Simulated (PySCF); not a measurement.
SiBr2Cl, SMILES Cl[Si](Br)Br, multiplicity 2.

Coordinates come from a B3LYP-D3(BJ)/def2-SVP optimisation.

All values below come from PBE/def2-TZVP run with PySCF.

Isolated molecule, no solvent.

```
Quantity                                                                                                         Value
---------------------------------------------------------------------------------------------  -----------------------
total energy                                                                                       -5897.02970 hartree
point group                                                                                                         Cs
α spin, highest occupied and lowest empty level                                                     -5.93 and -1.84 eV
β spin, highest occupied and lowest empty level                                                     -7.46 and -4.59 eV
dipole moment                                                                                                   0.45 D
quadrupole, principal values (traceless, Buckingham form, about the centre of nuclear charge)    -1.27, 0.14, 1.13 D·Å
mean static polarisability                                                                       81.2 bohr³ (12.03 Å³)
polarisability, principal values                                                                58.4, 86.7, 98.5 bohr³
⟨S²⟩                                                                                           0.752 (pure state 0.75)
```
